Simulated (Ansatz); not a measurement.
`[GeH3][SnH3]` + `OCF` → `FC[O][SnH3]` + GeH₄ at 500 K and 1 bar (cleavage of the Sn–Ge bond).

Calculated with Ansatz (gas phase, PBE0-D4/def2-TZVP geometries, no zero-point term in ΔE). CCSD(T)/CBS adds triple-zeta CCSD(T) − MP2 to the extrapolated MP2 energy (def2 sets, frozen cores). def2 core potentials past Kr. For Ge, Sn outer-core shells are correlated without core-valence functions, which leaves a few kJ/mol of doubt a bond. Scalar relativity is left out up to krypton. Each species was taken in one conformer, which may not be the lowest.

```
       species  CCSD(T)/CBS energy (Eh)  H − E (kJ/mol)  S (J/(mol·K))
`[GeH3][SnH3]`              -2293.72326           152.3          373.4
         `OCF`               -214.81254           142.5          286.9
 `FC[O][SnH3]`               -430.03212           185.4          396.8
          GeH₄              -2078.49493            99.4          244.6
```

H − E and S are ideal-gas, rigid-rotor, harmonic terms from PBE0-D4/def2-TZVP, for one conformer and one mirror image of each species. 1 Eh = 2625.50 kJ/mol, R = 8.31446 J/(mol·K).

Question: By hand: ΔE, ΔH, ΔS and ΔG.

Answer: ΔE = (-430.03212) + (-2078.49493) − (-2293.72326) − (-214.81254) = 0.00875 Eh = 23.0 kJ/mol. Δ(H − E) = 185.4 + 99.4 − 152.3 − 142.5 = -10.0, so ΔH = 13.0 kJ/mol. ΔS = 396.8 + 244.6 − 373.4 − 286.9 = -18.9 J/(mol·K). ΔG = 13.0 − 500 × (-18.9)/1000 = 22.4 kJ/mol.

Question: By hand: the equilibrium constant, and the temperature at which ΔG would vanish if ΔH and ΔS stayed fixed.

Answer: log₁₀ K = −ΔG/(RT ln 10) = -2.3. ΔH and −TΔS have one sign here, so there is no such temperature.

TΔS isn't small against ΔH here. A doubt of 5 kJ/mol in ΔE shifts log₁₀ K by 0.5 here. Other conformers and mirror images would add mixing entropy, several J/(mol·K) or more a flexible species. These are equilibria of isolated gas molecules and say nothing of rates. Largest T1 diagnostic: 0.013 (customary marks: 0.02 for closed shells, 0.045 for open ones).
